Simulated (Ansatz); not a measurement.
Molecule: C₄H₅OSi, charge 0, multiplicity 2. It need not be the lowest isomer of its formula. 
Structure (B3LYP-D3(BJ)/def2-TZVP (Ansatz, a quantum-chemistry and plane-wave program) minimum search):
```
C
C 1 1.3646
H 2 1.0782 1 125.32
O 1 1.4079 2 107.52 3 180.00
C 4 1.3190 1 106.21 2 0.00
C 5 1.3536 4 114.46 1 0.00
H 6 1.0745 5 128.15 4 180.00
Si 1 1.8543 2 133.79 3 0.00
H 8 1.4797 1 106.04 2 0.00
H 8 1.4805 9 110.01 1 120.21
H 8 1.4805 9 110.01 10 119.58
```
Charge 0, spin multiplicity 2.

Property: atomisation energy (electronic, to ground-state atoms), in kJ/mol. Cores are frozen in the correlated levels unless marked. UHF or UKS for open shells. No spin-orbit coupling. Non-relativistic. The coupled-cluster limit lacks core correlation, which all-electron functionals hold. CBS(X,Y): correlation extrapolated as X^-3; Hartree-Fock from the larger set.

```json
[
 {"level": "PBE-D4/def2-TZVPD", "program": "Ansatz + dftd4", "atomisation energy (kJ/mol)": "4686.3", "minus last row": "181.3"},
 {"level": "PBE0-D3(BJ)/def2-TZVP", "program": "Ansatz + dftd3", "atomisation energy (kJ/mol)": "4575.6", "minus last row": "70.6"},
 {"level": "CAM-B3LYP-D4/def2-TZVPD", "program": "Ansatz + dftd4", "atomisation energy (kJ/mol)": "4535.9", "minus last row": "30.9"},
 {"level": "B2PLYP-D3(BJ)/def2-TZVPD", "program": "Ansatz + dftd3", "atomisation energy (kJ/mol)": "4487.2", "minus last row": "-17.8"},
 {"level": "MP2/6-31G", "program": "Ansatz", "atomisation energy (kJ/mol)": "3705.4", "minus last row": "-799.6"},
 {"level": "CCSD/cc-pV(Q+d)Z", "program": "Ansatz", "atomisation energy (kJ/mol)": "4355.9", "minus last row": "-149.1"},
 {"level": "CCSD(T)/CBS(cc-pV(T+d)Z,cc-pV(Q+d)Z)", "program": "Ansatz", "atomisation energy (kJ/mol)": "4505.0", "minus last row": "0.0"}
]
```

The UHF reference is spin-contaminated (<S^2> 0.34 over the pure value in the largest basis).
